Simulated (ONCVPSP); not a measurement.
Pt, ONCV: configuration errors across variants

ONCVPSP 4.0.1 input, shortened (lines: element, Z, core and valence counts, functional; n l f; lmax; l rc ep ncon nbas qcut; lloc lpopt rc5 dvloc0; l nproj debl; icmod fcfact rcfact), PBE, scalar-relativistic:

```
  Pt 78.00    9    5        4      upf
    1    0    2.00
    2    0    2.00
    2    1    6.00
    3    0    2.00
    3    1    6.00
    3    2   10.00
    4    0    2.00
    4    1    6.00
    4    2   10.00
    4    3   14.00
    5    0    2.00
    5    1    6.00
    5    2    9.00
    6    0    1.00
    3
    0    1.55    0.00    4    9    6.40
    1    1.15    0.00    5    8    7.90
    2    1.95    0.00    4    9    7.50
    3    0.90    0.00    3    8   22.80
    4    2    0.70    4.00
    0    2    0.50
    1    3    3.30
    2    1    2.70
    3    3    1.10
    0    0.00    0.00
```

In the f channel the program set the typed energies aside and used -2.575, 0.250, 1.350 Ha.

All-electron excitation energies from the reference (eV): (1) 4f14 5s2 5p6 5d9 6s0 9.194; (2) 4f14 5s2 5p6 5d8 6s0 29.160; (3) 4f14 5s2 5p6 5d7 6s0 61.377; (4) 4f14 5s2 5p6 5d9.5 6s0.5 -0.123.

A true bound ghost makes a file unfit for plane-wave use even where its test errors are small: the radial tests pick states by their node count and pass the ghost by.

Errors AE − PS in meV (a dash: test not solved or not reliable):

```tsv
change	(1)	(2)	(3)	(4)	bound ghosts	GHOST(+) flags above zero
base	-5.8	-4.8	-1.2	-2.6	p	s, p
core correction polynomial model core, fcfact 0.25	-5.8	-4.8	-1.2	-2.5	p	s, p
f: debl 2.7	-5.8	-4.8	-1.2	-2.6	p	s, p
p: ncon 3, nbas 6	-5.9	-4.8	-1.3	-2.6	none	s, p
d: qcut 4.7	-3.3	-15	-22	-1.2	p	s, p, d
```

Task: Give the same row for: f: rc 0.74.

Result: -5.7, -4.8, -1.3, -2.5; bound ghosts: p; GHOST(+) flags above zero: s, p.
